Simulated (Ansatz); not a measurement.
Saddle point of BNH$_{3}$ClO, closed shell (BNH₃ClO ([NH2][B]([OH])[Cl]) → BClO + NH₃ (still joined by a long B–N bond); bonds formed: N2–H4; bonds broken: O3–H4; bonds weakened to dative contacts: B1–N2), PBE0-D4/def2-TZVP structure:

```
7
angstrom
B -0.3985 0.5540 0.3744
N 0.4575 -0.5440 -0.3292
O -1.5008 0.5194 -0.3042
H -0.6784 -0.3988 -0.8306
Cl 0.1731 1.4974 1.7387
H 0.6709 -1.3834 0.1960
H 1.2762 -0.2445 -0.8451
```

Energies are electronic, without zero-point energy. Barriers and step energies count from the start structure reached by relaxing down the imaginary mode; all methods use the PBE0-D4 structures, on which another method's saddle can fall below an end. Program: Ansatz 0.2.0. Basis: def2-TZVPP, with def2-QZVPP for the basis limit. Cores are frozen in the correlated methods. B3LYP uses VWN-RPA correlation. Extrapolation: Hartree–Fock as exp(−7.88 √X), correlation as X^−2.97.

```tsv
method	barrier (kJ/mol)	step energy (kJ/mol)
SPW92	164.4	115.7
PBE-D4	173.7	106.8
BLYP-D4	184.2	104.3
r2SCAN-D4	?	116.9
B97M-V	205.9	120.0
PBE0-D4	194.8	119.9
B3LYP-D4	200.5	116.1
r2SCAN0-D4	?	125.8
BHLYP-D4	?	130.3
CAM-B3LYP-D4	205.1	122.4
wB97X-V	203.7	121.8
wB97M-V	201.7	120.4
B2PLYP	200.0	115.0
PBE-QIDH	203.7	123.3
RPA on PBE	195.5	112.6
HF	261.8	144.2
MP2	195.3	114.0
CCSD	213.2	123.1
CCSD(T)	202.0	117.2
```

(1) Fill in the withheld barriers. (An estimate is asked for; the value comes from the calculation.)

The T1 diagnostic stays at or below 0.014.

Results:

(1) By the calculation: BHLYP-D4 224.7; r2SCAN0-D4 205.6; r2SCAN-D4 191.7 kJ/mol. Each is the energy of the saddle less that of the start structure, by the same method.

For comparison, the barrier by CCSD(T) at an estimated basis limit (MP2 extrapolated from triple and quadruple zeta, plus CCSD(T) − MP2 in triple zeta) is 204.6 kJ/mol.

Labels in which every atom is bracketed show which atoms are joined, not bond orders.

For scale, one of the runs: CCSD(T)/def2-TZVPP, 177 basis functions, launched by `ansatz run in.yaml --threads 2 --pin off --events-out ev --progress --plain --max-ram 4352MiB`. The run took 42 s on 2 CPU threads (shared host), with 1.7 GiB of host memory at its peak.
